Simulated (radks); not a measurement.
The numbers below are computed, except where a source is named.
Q: The mean radii <r> (bohr) of the occupied orbitals of an atom or ion are listed with their occupations. Level of theory: scalar-relativistic Kohn-Sham, BLYP, spin-unpolarised, spherical densities, finite nucleus; Fermi nuclear charge, rms radius of each element as measured or else 0.836 A^(1/3) + 0.57 fm (a radial shooting solver on a logarithmic mesh with Libxc functionals).

orbital  occ.      <r>
1s          2  0.02842
2s          2   0.1226
2p          6   0.1071
3s          2   0.3306
3p          6   0.3288
3d         10   0.3055
4s          2   0.7904
4p          6   0.8518
4d         10    1.026
5s          2    2.089
5p          1    2.504

Name the element and its charge.

A: Z = 51, antimony, charge +2: Sb2+ in [Kr] 4d10 5s2 5p1. The 1s radius gives Z: for a bare nucleus <r> = (2 gamma + 1)/(2Z) with gamma = sqrt(1 - (Z/c)^2), 0.028 bohr for Z = 51, and screening makes it slightly larger (0.02842 here). The occupations add up to 49, and the charge is Z minus that.
